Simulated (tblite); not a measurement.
Species: C₅H₉FO.
Atom-mapped SMILES: `[CH3:1]/[C:2](=[CH:3]\[F:4])[CH2:5][CH2:6][OH:7]` (hydrogens: H8, H9, H10 on C1; H11 on C3; H12, H13 on C5; H14, H15 on C6; H16 on O7)

Structure used (GFN2-xTB), in Å, numbered top down from 1:
```xyz
16
C5H9FO angstrom
C     -1.5735   -0.5713   -0.7726
C     -0.6688    0.3329    0.0044
C     -0.9867    0.8178    1.1957
F     -2.1572    0.5320    1.8058
C      0.6752    0.6416   -0.5911
C      1.7021   -0.4375   -0.2023
O      1.9782   -0.4497    1.1726
H     -1.8403   -0.1009   -1.7183
H     -1.0699   -1.5101   -0.9992
H     -2.4829   -0.7830   -0.2173
H     -0.3792    1.4832    1.7915
H      0.6023    0.6761   -1.6781
H      1.0409    1.6034   -0.2288
H      2.6555   -0.2305   -0.6926
H      1.3474   -1.4245   -0.5335
H      1.1492   -0.5703    1.6525
```

Computed with GFN2-xTB (tblite): harmonic, unscaled wavenumbers at the GFN2-xTB geometry, gas phase. The method is semi-empirical: single wavenumbers can be off by several per cent or more. One conformer, not necessarily the lowest.

Harmonic wavenumbers (cm⁻¹): 61.5, 90.1, 121.2, 184.1, 244.0, 297.7, 359.7, 379.0, 424.2, 509.1, 581.7, 792.7, 831.7, 891.3, 946.2, 1008.6, 1039.2, 1047.3, 1081.0, 1118.8, 1153.1, 1184.2, 1213.7, 1294.1, 1313.9, 1316.3, 1347.6, 1405.4, 1460.8, 1470.4, 1477.5, 1480.5, 1732.3, 2871.9, 2986.1, 2998.6, 3002.3, 3006.8, 3021.1, 3059.9, 3081.7, 3506.9.

A = 3893, B = 1677, C = 1355 MHz; mass 104.064 u (most abundant isotopes); point group C1, symmetry number 1.

Question: What is the zero-point energy?

Answer: ½Σν̃ = 28697 cm⁻¹ = 82.05 kcal/mol.

Question: Give the ideal-gas entropy at 400 K and 1 bar in the rigid-rotor, harmonic-oscillator model (classical rotation).

Answer: Translation 41.32, rotation 28.86, vibration 30.15: S = 100.3 cal/(mol K).

Question: And Cp and H(400 K) − H(0)?

Answer: Cp = 39.35 cal/(mol K), of which vibrations give 31.40 (their classical limit is 42 R = 83.5); H(400 K) − H(0) = 9.52 kcal/mol without the zero-point energy, 6.34 from vibrations.

Question: Which modes carry the vibrational entropy at 400 K?

Answer: 61.5 cm⁻¹: 4.99; 90.1 cm⁻¹: 4.23; 121.2 cm⁻¹: 3.65; 184.1 cm⁻¹: 2.84; 244.0 cm⁻¹: 2.31; 297.7 cm⁻¹: 1.94 cal/(mol K); the other 36 give 10.18 together.

Question: What must be added to the electronic energy to get the Gibbs energy at 400 K and 1 bar?

Answer: ZPE + [H(400 K) − H(0)] − T·S = 82.05 + 9.52 − 40.14 = 51.43 kcal/mol.

Hindered rotation and anharmonicity are outside this model. Other conformers, if any are populated, would add a mixing term that is left out. The structure is chiral; the term R ln 2 for an equal mix with its mirror image is left out.
